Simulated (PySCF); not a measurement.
# Curvature of the energy in the electron number along group 15, charge +1

Calculated with PySCF 2.14, in aug-cc-pVTZ, non-relativistic, aug-cc-pV(T+d)Z, non-relativistic, aug-cc-pVTZ-PP with ECP10MDF, ECP, aug-cc-pVTZ-PP with ECP28MDF, ECP, aug-cc-pVTZ-PP with ECP60MDF, ECP: one orbital is emptied in steps, and each cell gives the departure of E from the straight line at half an electron, in eV (from a cubic fit). The exact functional gives zero.

```json
{"species": "N+", "orbital": "2p alpha", "LDA": "-2.04", "PBE": "-1.98", "r2SCAN": "-1.81", "PBE0": "-1.42", "BHandHLYP": "-0.86", "LC-wPBE": "-0.70", "wB97X": "-0.74", "UHF": "0.28"}
{"species": "P+", "orbital": "3p alpha", "LDA": "-1.23", "PBE": "-1.20", "r2SCAN": "-1.11", "PBE0": "-0.86", "BHandHLYP": "-0.55", "LC-wPBE": "-0.16", "wB97X": "-0.24", "UHF": "0.14"}
{"species": "As+", "orbital": "4p alpha", "LDA": "-1.16", "PBE": "-1.12", "r2SCAN": "-1.04", "PBE0": "-0.81", "BHandHLYP": "-0.53", "LC-wPBE": "-0.12", "wB97X": "-0.21", "UHF": "0.11"}
{"species": "Bi+", "orbital": "6p alpha", "LDA": "-0.98", "PBE": "-0.95", "r2SCAN": "-0.87", "PBE0": "-0.68", "BHandHLYP": "-0.46", "LC-wPBE": "-0.05", "wB97X": "-0.14", "UHF": "0.09"}
```

Task: Estimate the missing row, Sb+.

Result: The calculation gives LDA -1.02; PBE -0.98; r2SCAN -0.91; PBE0 -0.71; BHandHLYP -0.47; LC-wPBE -0.06; wB97X -0.15; UHF 0.09.

Task: How does the mean departure depend on the functional?

Result: LDA -1.28 eV; PBE -1.24 eV; r2SCAN -1.15 eV; PBE0 -0.90 eV; BHandHLYP -0.58 eV; LC-wPBE -0.22 eV; wB97X -0.30 eV; UHF 0.14 eV. Semilocal functionals are convex (delocalisation error), Hartree-Fock is concave or straight, and exact exchange removes curvature roughly in proportion to its share, so among the functionals the range-separated hybrids usually come closest to zero.

No spin-orbit coupling is included.
